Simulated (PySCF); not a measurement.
## How methods differ on the excitation energy of Nb

Nb [Kr] 4d4 5s1 (6D) → Nb [Kr] 4d3 5s1 6s1 (6F), as a difference of total energies. Calculation: PySCF 2.14, in aug-cc-pwCVTZ-DK; scalar relativity by spin-free X2C-1e. Correlated levels: valence: [Kr] frozen; valence and next inner shell: [Ar] 3d10 frozen. The calculations carry no spin-orbit coupling.

```tsv
method	excitation energy (cm⁻¹)
UHF	31190
LDA	42203
PBE	40204
PBE0	39017
r2SCAN	39644
B97-3	38396
TPSS	39222
MP2 (valence)	35913
SCS-MP2 (valence)	32764
MP2 (valence and next inner shell)	38716
SCS-MP2 (valence and next inner shell)	35492
```

A first-order spin-orbit estimate (lowest level to lowest level, LS coupling) adds -0.055 eV.

The promoted electron is Rydberg-like, and one or two diffuse shells describe it only roughly, which tends to raise the upper state.
